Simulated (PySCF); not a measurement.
PySCF input file for In(OH)(NH2)2 (H₅InN₂O), SMILES [NH2][In]([NH2])[OH], TDA-LC-ωPBE/def2-SVPD. The structure is a stationary point at PBE-D3(BJ)/def2-SVP. The structure was generated by enumeration; whether it is a known compound was not checked. The def2 effective core potentials stand for the cores of In; spin–orbit coupling is left out. One conformer was computed; it need not be the lowest.

```python
import numpy as np
from pyscf import gto, scf, dft, tdscf

mol = gto.M(
    atom='''
    In   -0.03739965   -0.02030311   -0.01072262
    O     1.75769722   -0.78658545   -0.57517586
    H     2.05987549   -0.35198232   -1.39536538
    N    -0.50550439   -0.46769311    1.94977892
    H    -0.03751193   -1.33943436    2.23442505
    H    -1.51336973   -0.61720846    2.09295336
    N    -0.91405692    1.44557857   -1.18849227
    H    -1.90827241    1.57078305   -0.95077860
    H    -0.89278679    1.18017990   -2.18342581
    ''',
    basis='def2-SVPD',
    ecp={'In': 'def2-svp'},
    charge=0,
    spin=0,
    max_memory=1600,
    verbose=4,
)
mf = dft.RKS(mol, xc='lc_wpbe').density_fit(auxbasis='def2-universal-jkfit')
mf.grids.level = 3
mf.conv_tol = 1e-9
mf.max_cycle = 100
mf.kernel()
mf.grids = dft.Grids(mol).set(level=1).build(with_non0tab=True)  # coarser grid for the response kernel
td = tdscf.TDA(mf)
td.singlet = True
td.nstates = 10
td.conv_tol = 1e-4
td.positive_eig_threshold = 1e-6
td.kernel(x0=td.get_init_guess(mf, 15))
td.analyze()
tt = tdscf.TDA(mf)
tt.singlet = False
tt.nstates = 4
tt.conv_tol = 1e-4
tt.positive_eig_threshold = 1e-6
tt.kernel(x0=tt.get_init_guess(mf, 9))
tt.analyze(verbose=3)
```

Program output:

```
PySCF version 2.14.0

[INPUT] verbose = 4
[INPUT] num. atoms = 9
[INPUT] num. electrons = 48
[INPUT] charge = 0
[INPUT] spin (= nelec alpha-beta = 2S) = 0
[INPUT] symmetry False subgroup None
[INPUT] Mole.unit = angstrom
[INPUT] Symbol           X                Y                Z      unit          X                Y                Z       unit  Magmom
[INPUT]  1 In    -0.037399650000  -0.020303110000  -0.010722620000 AA   -0.070675095655  -0.038367317377  -0.020262815138 Bohr   0.0
[INPUT]  2 O      1.757697220000  -0.786585450000  -0.575175860000 AA    3.321566355709  -1.486431074068  -1.086924848861 Bohr   0.0
[INPUT]  3 H      2.059875490000  -0.351982320000  -1.395365380000 AA    3.892600526804  -0.665150185489  -2.636858411900 Bohr   0.0
[INPUT]  4 N     -0.505504390000  -0.467693110000   1.949778920000 AA   -0.955264851865  -0.883811888246   3.684548162250 Bohr   0.0
[INPUT]  5 H     -0.037511930000  -1.339434360000   2.234425050000 AA   -0.070887274104  -2.531164102232   4.222451390368 Bohr   0.0
[INPUT]  6 H     -1.513369730000  -0.617208460000   2.092953360000 AA   -2.859854314907  -1.166354951165   3.955108641888 Bohr   0.0
[INPUT]  7 N     -0.914056920000   1.445578570000  -1.188492270000 AA   -1.727317241063   2.731747588840  -2.245924891463 Bohr   0.0
[INPUT]  8 H     -1.908272410000   1.570783050000  -0.950778600000 AA   -3.606112225964   2.968349765609  -1.796711159097 Bohr   0.0
[INPUT]  9 H     -0.892786790000   1.180179900000  -2.183425810000 AA   -1.687122520730   2.230216788717  -4.126076794207 Bohr   0.0

nuclear repulsion = 194.571902286576
number of shells = 57
number of NR pGTOs = 210
number of NR cGTOs = 135
basis = def2-SVPD
ecp = {'In': 'def2-svp'}


[settings echo left out]
init E= -355.911666540778
  HOMO = -0.651840284729115  LUMO = -0.549373008582936  gap/eV = 2.78828
cycle= 1 E= -376.878566739332  delta_E=  -21  |g|= 1.89  |ddm|= 13.4
  HOMO = -0.146899389508544  LUMO = 0.0353856075032795  gap/eV = 4.96023
cycle= 2 E= -377.307124193789  delta_E= -0.429  |g|=  1.5  |ddm|= 7.19
  HOMO = -0.338183634325087  LUMO = 0.0152255258785843  gap/eV = 9.61675
cycle= 3 E= -377.670010698095  delta_E= -0.363  |g|= 0.281  |ddm|= 2.03
  HOMO = -0.373194291085015  LUMO = 0.00870421628373563  gap/eV = 10.39199
cycle= 4 E= -377.684145193197  delta_E= -0.0141  |g|= 0.114  |ddm|= 0.295
  HOMO = -0.373067618344336  LUMO = 0.00931305812869709  gap/eV = 10.40511
cycle= 5 E= -377.687301890019  delta_E= -0.00316  |g|= 0.0169  |ddm|= 0.19
  HOMO = -0.371399397495704  LUMO = 0.00996129060590434  gap/eV = 10.37735
cycle= 6 E= -377.687477226786  delta_E= -0.000175  |g|= 0.00953  |ddm|= 0.06
  HOMO = -0.373282189981563  LUMO = 0.00957107520260791  gap/eV = 10.41797
cycle= 7 E= -377.687520330476  delta_E= -4.31e-05  |g|= 0.00331  |ddm|= 0.0247
  HOMO = -0.373028906836939  LUMO = 0.00951632560517979  gap/eV = 10.40959
cycle= 8 E= -377.687527145818  delta_E= -6.82e-06  |g|= 0.00068  |ddm|= 0.0106
  HOMO = -0.373028476760997  LUMO = 0.00951352966917796  gap/eV = 10.40950
cycle= 9 E= -377.687528237095  delta_E= -1.09e-06  |g|= 0.000187  |ddm|= 0.00418
  HOMO = -0.373037882392207  LUMO = 0.00950821002982138  gap/eV = 10.40961
cycle= 10 E= -377.687528261459  delta_E= -2.44e-08  |g|= 0.000142  |ddm|= 0.000628
  HOMO = -0.373044401304835  LUMO = 0.0095070665665915  gap/eV = 10.40976
cycle= 11 E= -377.687528268388  delta_E= -6.93e-09  |g|= 2.15e-05  |ddm|= 0.000249
  HOMO = -0.373043237725359  LUMO = 0.00950718542646811  gap/eV = 10.40973
cycle= 12 E= -377.68752826884  delta_E= -4.51e-10  |g|= 7.44e-06  |ddm|= 8.05e-05
  HOMO = -0.373043162060103  LUMO = 0.00950676701521758  gap/eV = 10.40971
Extra cycle  E= -377.687528268877  delta_E= -3.74e-11  |g|= 4.53e-06  |ddm|= 2.12e-05
converged SCF energy = -377.687528268877
tot grids = 35872
Overwritten attributes  positive_eig_threshold  of <class 'pyscf.tdscf.rks.TDA'>


******** <class 'pyscf.tdscf.rks.TDA'> for <class 'pyscf.df.df_jk.DFRKS'> ********
nstates = 10 singlet
deg_eia_thresh = 1.000e-03
wfnsym = None
conv_tol = 0.0001
eigh lindep = 1e-12
eigh level_shift = 0
eigh max_cycle = 100


Excitation energies (eV)
[5.54071447 5.83568246 6.3577028  6.88136307 6.97053958 7.36102549
 7.57430645 7.767833   7.9149435  8.00105041]

** Singlet excitation energies and oscillator strengths **
Excited State   1:      5.54071 eV    223.77 nm  f=0.1003
      23 -> 28       -0.12805
      24 -> 25        0.63179
      24 -> 29       -0.18458
Excited State   2:      5.83568 eV    212.46 nm  f=0.0372
      22 -> 25        0.18430
      22 -> 27        0.15123
      23 -> 25        0.58967
      23 -> 29       -0.16107
      24 -> 28       -0.14169
Excited State   3:      6.35770 eV    195.01 nm  f=0.1516
      22 -> 25        0.58058
      22 -> 27        0.19895
      22 -> 29       -0.10178
      23 -> 25       -0.17333
      23 -> 27        0.10372
      24 -> 28        0.12980
Excited State   4:      6.88136 eV    180.17 nm  f=0.0677
      21 -> 25        0.46535
      21 -> 27        0.14291
      22 -> 26        0.16269
      23 -> 26        0.11480
      23 -> 27        0.14048
      24 -> 26        0.35667
      24 -> 28        0.11721
      24 -> 29       -0.10969
Excited State   5:      6.97054 eV    177.87 nm  f=0.0934
      21 -> 25       -0.31578
      22 -> 26       -0.13818
      24 -> 25       -0.11141
      24 -> 26        0.50811
      24 -> 29       -0.19698
Excited State   6:      7.36103 eV    168.43 nm  f=0.0257
      20 -> 25       -0.10906
      21 -> 26       -0.16447
      23 -> 25        0.14781
      23 -> 26       -0.58267
      23 -> 29        0.14863
      24 -> 28        0.11477
Excited State   7:      7.57431 eV    163.69 nm  f=0.0074
      23 -> 28       -0.11075
      24 -> 27       -0.60335
      24 -> 29        0.20489
Excited State   8:      7.76783 eV    159.61 nm  f=0.1308
      20 -> 25       -0.54587
      20 -> 26        0.19533
      21 -> 25        0.12243
      22 -> 26       -0.18335
      23 -> 27       -0.12672
      24 -> 25        0.10866
      24 -> 28       -0.14685
Excited State   9:      7.91494 eV    156.65 nm  f=0.0264
      20 -> 25        0.20362
      21 -> 25        0.15758
      21 -> 26       -0.20497
      22 -> 27        0.10136
      23 -> 27       -0.25868
      23 -> 28       -0.13297
      23 -> 29        0.22624
      23 -> 31       -0.10914
      24 -> 28       -0.36861
      24 -> 29       -0.13617
Excited State  10:      8.00105 eV    154.96 nm  f=0.0259
      20 -> 25       -0.13386
      21 -> 25       -0.13157
      22 -> 26        0.29105
      23 -> 27        0.23080
      23 -> 28       -0.26425
      23 -> 29        0.18321
      24 -> 26        0.10043
      24 -> 27        0.14308
      24 -> 28       -0.17955
      24 -> 29        0.25819

** Transition electric dipole moments (AU) **
state          X           Y           Z        Dip. S.      Osc.
  1         0.0264     -0.3913      0.7650      0.7391      0.1003
  2         0.1123     -0.4582     -0.1937      0.2601      0.0372
  3         0.1480      0.8890      0.4015      0.9734      0.1516
  4         0.6088      0.1535      0.0865      0.4016      0.0677
  5        -0.5247      0.1976     -0.4821      0.5467      0.0934
  6         0.2271     -0.2858     -0.0957      0.1424      0.0257
  7        -0.0131      0.1123     -0.1653      0.0401      0.0074
  8         0.0095     -0.4428      0.7009      0.6875      0.1308
  9        -0.1972      0.0100     -0.3114      0.1359      0.0264
 10        -0.3074      0.1860     -0.0558      0.1322      0.0259

WARN: ECP detected. Skipping calculation of transition velocity and magnetic dipole moments, which have not yet been implemented.



******** <class 'pyscf.tdscf.rks.TDA'> for <class 'pyscf.df.df_jk.DFRKS'> ********
nstates = 4 triplet
deg_eia_thresh = 1.000e-03
wfnsym = None
conv_tol = 0.0001
eigh lindep = 1e-12
eigh level_shift = 0
eigh max_cycle = 100


Excitation energies (eV)
[4.49011783 4.93550471 5.63198807 6.03917398]

** Triplet excitation energies and oscillator strengths **
Excited State   1:      4.49012 eV    276.13 nm  f=0.0000
Excited State   2:      4.93550 eV    251.21 nm  f=0.0000
Excited State   3:      5.63199 eV    220.14 nm  f=0.0000
Excited State   4:      6.03917 eV    205.30 nm  f=0.0000
```

The run converged.

Cost: roughly 2.4 core-minutes.
